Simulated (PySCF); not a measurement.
# Scandium: a sound run and one with changed settings

Sound run: Sc [Ar] 3d1 4s2, Sc⁺ [Ar] 3d1 4s1. Calculation: PySCF 2.14, in aug-cc-pVDZ (7s6p4d2f, 59 functions); no relativity, point nucleus. In the sound run the correlated levels freeze [Ar]. The sound run starts from symmetry-adapted Hartree-Fock orbitals and uses a fine grid where one is needed.

A second run was set up differently.

| species | method | sound run (hartree) | changed run (hartree) | converged |
| --- | --- | --- | --- | --- |
| Sc | MP2 | -759.76465 | -759.93218 | yes |
| Sc⁺ | MP2 | -759.54323 | -759.70226 | yes |

Ionisation energy of Sc:

```csv
method,sound run (eV),changed run (eV)
UHF,5.368,5.368
MP2,6.025,6.257
SCS-MP2,6.157,6.329
```

**Question.** What was changed?
A. all electrons correlated in a valence basis
B. level shift left on
C. basis contracted for another Hamiltonian
D. a valence shell is frozen

**Answer.** A. A valence basis has no tight correlating functions, so it recovers only part of the core correlation, and not evenly between atom and ion.
